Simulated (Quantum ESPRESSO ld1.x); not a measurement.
Problem. Radial electron density D(r) = 4 pi r^2 rho(r) of an atom or ion with 57 electrons. Calculated with ld1.x of Quantum ESPRESSO 7.5: non-relativistic Kohn-Sham, PBE, spin-unpolarised, spherical densities, point nucleus.

r (bohr)  D(r) (e/bohr)
0.001969          5.899
0.002626          9.699
0.003474          15.34
0.004634          23.75
0.006181          35.12
0.008178          48.49
0.01091           62.54
0.01455           73.06
0.0194            76.11
0.02567           71.99
0.03424           68.12
0.04567           75.76
0.06043           93.42
0.08059           102.2
0.1075            88.90
0.1422            78.31
0.1897            87.75
0.253             79.77
0.3348            45.26
0.4465            34.33
0.5955            39.68
0.7879            25.32
1.051             11.86
1.402             9.403
1.855             5.951
2.474             1.938
3.299            0.3479
4.365           0.03733
5.822          0.001554

What is the nuclear charge?

Solution. Z = 60. The innermost maximum, from 1s, lies near 1/Z = 0.0167 bohr (found: 0.0186), and its height grows with Z. The density is that of the neodymium ion Nd3+ in [Xe] 4f1 5d2; the configuration itself is not fixed sharply by these data, and Z only to a few units. D(r) has 4 maxima, at r = 0.0186, 0.0781, 0.209, 0.568 bohr, and minima at 0.0340, 0.141, 0.415 bohr, inside which lie 1.98, 11.42, 28.99 electrons.
